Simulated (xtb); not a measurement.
A run for xtb: GFN2-xTB on H2Se2 (SMILES [SeH][SeH]), a point of a torsion scan.

```
$ xtb mol.xyz --gfn 2 --opt vtight --chrg 0 --uhf 0 --input xcontrol
4

Se    -1.11839887     0.59404390     0.39484140
Se     1.11661785     0.59713132    -0.39356408
H     -1.86162714    -0.59523603    -0.23716045
H      1.30211833    -0.59366693    -1.35528435
$constrain
  force constant=1.0
  dihedral: 3,1,2,4,0.0
$end
```

It printed:

```
[...]
           -------------------------------------------------
          |                Calculation Setup                |
           -------------------------------------------------



           -------------------------------------------------
          |                 G F N 2 - x T B                 |
           -------------------------------------------------

        Reference                      10.1021/acs.jctc.8b01176
      * Hamiltonian:
        H0-scaling (s, p, d)           1.850000    2.230000    2.230000
        zeta-weighting                 0.500000
      * Dispersion:
        s8                             2.700000
        a1                             0.520000
        a2                             5.000000
        s9                             5.000000
      * Repulsion:
        kExp                           1.500000    1.000000
        rExp                           1.000000
      * Coulomb:
        alpha                          2.000000
        third order                    shell-resolved
        anisotropic                    true
        a3                             3.000000
        a5                             4.000000
        cn-shift                       1.200000
        cn-exp                         4.000000
        max-rad                        5.000000


          ...................................................
          :                      SETUP                      :
          :.................................................:
          :  # basis functions                  22          :
          :  # atomic orbitals                  20          :
          :  # shells                            8          :
          :  # electrons                        14          :
          :  max. iterations                   250          :
          :  Hamiltonian                  GFN2-xTB          :
          :  restarted?                      false          :
          :  GBSA solvation                  false          :
          :  PC potential                    false          :
          :  electronic temp.          300.0000000     K    :
          :  accuracy                    1.0000000          :
          :  -> integral cutoff          0.2500000E+02      :
          :  -> integral neglect         0.1000000E-07      :
          :  -> SCF convergence          0.1000000E-05 Eh   :
          :  -> wf. convergence          0.1000000E-03 e    :
          :  Broyden damping             0.4000000          :
          :  net charge                          0          :
          :  unpaired electrons                  0          :
          ...................................................

 iter      E             dE          RMSdq      gap      omega  full diag
   1     -7.3756884 -0.737569E+01  0.768E+00    2.66       0.0  T
   2     -7.3762901 -0.601700E-03  0.398E+00    2.58       1.0  T
   3     -7.3764404 -0.150321E-03  0.730E-01    2.50       1.0  T
   4     -7.3764469 -0.652241E-05  0.705E-02    2.49       1.0  T
   5     -7.3764473 -0.380019E-06  0.296E-02    2.49       1.7  T
   6     -7.3764473 -0.333317E-07  0.983E-03    2.49       5.1  T
   7     -7.3764474 -0.106959E-07  0.286E-03    2.49      17.5  T
   8     -7.3764474 -0.607258E-09  0.409E-04    2.49     122.3  T
   9     -7.3764474 -0.715339E-11  0.811E-05    2.49     616.4  T

   *** convergence criteria satisfied after 9 iterations ***

         #    Occupation            Energy/Eh            Energy/eV
      -------------------------------------------------------------
         1        2.0000           -0.7657095             -20.8360
         2        2.0000           -0.7518354             -20.4585
         3        2.0000           -0.5010386             -13.6340
         4        2.0000           -0.4714804             -12.8296
         5        2.0000           -0.4474816             -12.1766
         6        2.0000           -0.4159504             -11.3186
         7        2.0000           -0.3730168             -10.1503 (HOMO)
         8                         -0.2814890              -7.6597 (LUMO)
         9                         -0.2501250              -6.8062
        10                         -0.1921914              -5.2298
        11                         -0.0409765              -1.1150
        12                         -0.0287625              -0.7827
       ...                                ...                  ...
        20                          1.0265483              27.9338
      -------------------------------------------------------------
                  HL-Gap            0.0915278 Eh            2.4906 eV
             Fermi-level           -0.3272529 Eh           -8.9050 eV

 SCC (total)                   0 d,  0 h,  0 min,  0.003 sec
 SCC setup                      ...        0 min,  0.000 sec (  3.008%)
 Dispersion                     ...        0 min,  0.000 sec (  0.899%)
 classical contributions        ...        0 min,  0.000 sec (  0.432%)
 int
[...]
-------------------------
         1        2.0000           -0.7697490             -20.9459
         2        2.0000           -0.7544353             -20.5292
         3        2.0000           -0.5093925             -13.8613
         4        2.0000           -0.4770940             -12.9824
         5        2.0000           -0.4550820             -12.3834
         6        2.0000           -0.4196826             -11.4201
         7        2.0000           -0.3740625             -10.1788 (HOMO)
         8                         -0.2779378              -7.5631 (LUMO)
         9                         -0.2304681              -6.2714
        10                         -0.1563212              -4.2537
        11                         -0.0460599              -1.2534
        12                         -0.0251505              -0.6844
       ...                                ...                  ...
        20                          1.0724239              29.1821
      -------------------------------------------------------------
                  HL-Gap            0.0961247 Eh            2.6157 eV
             Fermi-level           -0.3260002 Eh           -8.8709 eV

 SCC (total)                   0 d,  0 h,  0 min,  0.002 sec
 SCC setup                      ...        0 min,  0.000 sec (  2.888%)
 Dispersion                     ...        0 min,  0.000 sec (  0.595%)
 classical contributions        ...        0 min,  0.000 sec (  0.260%)
 integral evaluation            ...        0 min,  0.000 sec ( 32.811%)
 iterations                     ...        0 min,  0.000 sec ( 22.738%)
 molecular gradient             ...        0 min,  0.001 sec ( 37.165%)
 printout                       ...        0 min,  0.000 sec (  3.105%)

         :::::::::::::::::::::::::::::::::::::::::::::::::::::
         ::                     SUMMARY                     ::
         :::::::::::::::::::::::::::::::::::::::::::::::::::::
         :: total energy              -7.378161478682 Eh    ::
         :: gradient norm              0.000001937791 Eh/a0 ::
         :: HOMO-LUMO gap              2.615686138333 eV    ::
         ::.................................................::
         :: SCC energy                -7.392616444839 Eh    ::
         :: -> isotropic ES            0.003290494059 Eh    ::
         :: -> anisotropic ES          0.001085117331 Eh    ::
         :: -> anisotropic XC          0.002607872286 Eh    ::
         :: -> dispersion             -0.001854776544 Eh    ::
         :: repulsion energy           0.014454966157 Eh    ::
         :: add. restraining           0.000000000000 Eh    ::
         :: total charge              -0.000000000000 e     ::
         :::::::::::::::::::::::::::::::::::::::::::::::::::::

           -------------------------------------------------
          |                Property Printout                |
           -------------------------------------------------

    * Orbital Energies and Occupations

         #    Occupation            Energy/Eh            Energy/eV
      -------------------------------------------------------------
         1        2.0000           -0.7697490             -20.9459
         2        2.0000           -0.7544353             -20.5292
         3        2.0000           -0.5093925             -13.8613
         4        2.0000           -0.4770940             -12.9824
         5        2.0000           -0.4550820             -12.3834
         6        2.0000           -0.4196826             -11.4201
         7        2.0000           -0.3740625             -10.1788 (HOMO)
         8                         -0.2779378              -7.5631 (LUMO)
         9                         -0.2304681              -6.2714
        10                         -0.1563212              -4.2537
        11                         -0.0460599              -1.2534
        12                         -0.0251505              -0.6844
        13                         -0.0045602              -0.1241
        14                         -0.0035106              -0.0955
        15                          0.0655668               1.7842
        16                          0.1360028               3.7008
        17                          0.1597259               4.3464
        18                          0.4388430              11.9415
       ...                                ...                  ...
        20                          1.0724239              29.1821
      -------------------------------------------------------------
                  HL-Gap            0.0961247 Eh            2.6157 eV
             Fermi-level           -0.3260002 Eh           -8.8709 eV

     #   Z          covCN         q      C6AA      α(0)
     1  34 Se       1.889    -0.143   240.537    27.025
     2  34 Se       1.889    -0.143   240.537    27.025
     3   1 H        0.924     0.143     1.441     1.877
     4   1 H        0.924     0.143     1.441     1.877

 Mol. C6AA /au·bohr⁶  :       1116.285456
 Mol. C8AA /au·bohr⁸  :      72879.986317
 Mol. α(0) /au        :         57.804698


Wiberg/Mayer (AO) data.
largest (>0.10) Wiberg bond orders for each atom

 ---------------------------------------------------------------------------
     #   Z sym  total        # sym  WBO       # sym  WBO       # sym  WBO
 ---------------------------------------------------------------------------
     1  34 Se   2.254 --     2 Se   1.275     3 H    0.950
     2  34 Se   2.254 --     1 Se   1.275     4 H    0.950
     3   1 H    0.980 --     1 Se   0.950
     4   1 H    0.980 --     2 Se   0.950
 ---------------------------------------------------------------------------

Topologies differ in total number of bonds
Note: The following floating-point exceptions are signalling: IEEE_DENORMAL
normal termination of xtb
Writing topology from bond orders to xtbtopo.mol

molecular dipole:
                 x           y           z       tot (Debye)
 q only:       -0.149      -0.634      -0.425
   full:       -0.135      -0.575      -0.385       1.793
molecular quadrupole (traceless):
                xx          xy          yy          xz          yz          zz
 q only:        0.051       0.253      -0.534       0.173       0.714       0.483
  q+dip:       -1.810       0.457       0.855       1.113       1.303       0.955
   full:       -1.276       1.003       1.070       0.594       2.848       0.206

           -------------------------------------------------
          |                Geometry Summary                 |
           -------------------------------------------------

      molecular mass/u    :      159.9346586
   center of mass at/Å    :       -0.0055378       0.5734260      -0.0143941
  moments of inertia/u·Å² :        0.4133594E+01   0.2202764E+03   0.2244100E+03
rotational constants/cm⁻¹ :        0.4078202E+01   0.7652946E-01   0.7511980E-01

 * 3 selected distances

     #   Z          #   Z                                           value/Å
     1  34 Se       2  34 Se                                      2.3434893 (max)
     1  34 Se       3   1 H                                       1.4476291 (min)
     2  34 Se       4   1 H                                       1.4476310

 * 2 distinct bonds (by element types)

   Z      Z             #   av. dist./Å        max./Å        min./Å
   1 H   34 Se          2     1.4476301     1.4476310     1.4476291
  34 Se  34 Se          1     2.3434893     2.3434893     2.3434893


optimized geometry written to: xtbopt.xyz


           -------------------------------------------------
          | TOTAL ENERGY               -7.378161478682 Eh   |
          | GRADIENT NORM               0.000001937791 Eh/α |
          | HOMO-LUMO GAP               2.615686138333 eV   |
           -------------------------------------------------

------------------------------------------------------------------------
------------------------------------------------------------------------
 total:
 SCF:
 ANC optimizer:
```

The run finished.

Warnings raised: the energy holds the restraint's term.

Cost: around 0.05 core-seconds (rough).
